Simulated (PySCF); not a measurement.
Gas-phase reaction: 2 TiCl3OH ⇌ TiCl4 + TiCl2(OH)2, at 1200 K and a standard pressure of 1 bar. Level: MP2/def2-TZVPP†.

Computed with PySCF and rigid-rotor harmonic-oscillator thermochemistry at 1 bar. † marks an energy on the PBE0/def2-TZVP geometry and frequencies. MP2 freezes the core. All species are closed-shell singlets. TiCl3OH, TiCl2(OH)2: computed as isolated molecules; such fragments, hydroxides, amides, oligomers or adducts are transient or little studied in the gas. MP2 isn't extrapolated to the basis-set limit; its ΔH°(298 K) is 5.5 kJ in def2-SVP and 1.7 kJ in def2-TZVPP. The harmonic model lacks anharmonicity and excited electronic states, which grow with temperature; levels with a mode under 35 cm⁻¹ are left out. Soft modes under 120 cm⁻¹ make the harmonic entropy rough for TiCl3OH, TiCl4, TiCl2(OH)2.

```json
[
 {"species": "TiCl3OH", "E (Ha)": "-2303.92230", "H(1200 K) − E (kJ/mol)": "175.5", "S°(1200 K) (J/mol/K)": "550.2"},
 {"species": "TiCl4", "E (Ha)": "-2687.91205", "H(1200 K) − E (kJ/mol)": "130.9", "S°(1200 K) (J/mol/K)": "496.9"},
 {"species": "TiCl2(OH)2", "E (Ha)": "-1919.93214", "H(1200 K) − E (kJ/mol)": "220.1", "S°(1200 K) (J/mol/K)": "565.8"}
]
```
E: electronic energy; H − E holds the zero-point and thermal terms. 1 Ha = 2625.5 kJ/mol.

Q: Work out ΔH°, ΔS°, ΔG° and log10 K from these numbers.

A: 1. ΔE = 1×(-2687.91205) + 1×(-1919.93214) − 2×(-2303.92230) = 0.00041 Ha = 1.1 kJ.
2. Δ(H − E) = 1×(130.9) + 1×(220.1) − 2×(175.5) = 0.0 kJ, so ΔH° = 1.1 kJ.
3. ΔS° = 1×(496.9) + 1×(565.8) − 2×(550.2) = -37.7 J/K; the number of gas molecules stays the same.
4. ΔG° = ΔH° − TΔS° = 1.1 − 1200×(-37.7)/1000 = 46.3 kJ.
5. log10 K = −ΔG°/(RT ln 10) = -2.02, with RT ln 10 = 22.97 kJ/mol; at standard pressures the reactants are favoured.
6. A shift of 10 kJ in ΔE would move log10 K by 0.44 here.
For scale, ΔH°(298 K) is 2 kJ at this level, 6 kJ at ωB97M-V/def2-TZVP†, and runs from 2 to 24 kJ over the 19 levels computed.
